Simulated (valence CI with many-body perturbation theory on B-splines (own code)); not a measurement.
## Sr¹⁷⁺: key properties

Level of theory: relativistic CI+MBPT: three valence electrons over a frozen Dirac-Fock core [Ar], radial functions for each j: 9 s, 9 p, 10 d, 8 f, 5 g, 3 h, 1 i, with the one-electron correlation potential Σ1 (screened to all orders), the two-electron term Σ2, the three-electron term Σ3, Breit, model QED; selected single and double excitations, second order for the rest (own B-spline code, finite nucleus).

No measured spectrum was set against this ion. As an estimate, terms of the open shell hold to 2 to 4 % of their energy, and close levels can change places. Core correlation moves these levels by up to 5500 cm⁻¹, and in measured spectra 5 to 20 % of such shifts remained as error; rates that hang on mixing are uncertain with them. Only levels of the ground parity were solved; by the run's estimate the other parity begins above the list, which can be wrong where configurations are misplaced.

Names give the largest LS component (configuration and term), which can be under half, so a name can repeat, a term be missing and a line seem to break the LS rules; names also repeat where a configuration has a term twice.

Rates and lifetimes use the calculated energies. Strong lines usually hold to 10 to 20 %, long lifetimes can be off by a factor of two.

(1) What is the ground level?

(2) How well does LS coupling describe the low levels?

(3) What is the ionisation energy?

(4) How is the term ⁴F of the ground level split?

## Answers

(1) 3d³ ⁴F_3/2, composition 95 % 3d³ ⁴F + 5 % 3d³ ²D, g = 0.420.

(2) Among the lowest 19 levels the leading LS term, summed over configurations, holds 85 % on average. For single configurations the figures are 85 % in LS and 70 % in jj coupling. Terms mix most in the J = 9/2 level at 62498 cm⁻¹, where the leading one holds 51 %.

(3) 665.87 eV; NIST lists 665 ± 3 eV (theoretical).

(4) J = 3/2 at 0.0, J = 5/2 at 8586, J = 7/2 at 17703, J = 9/2 at 26374 cm⁻¹.
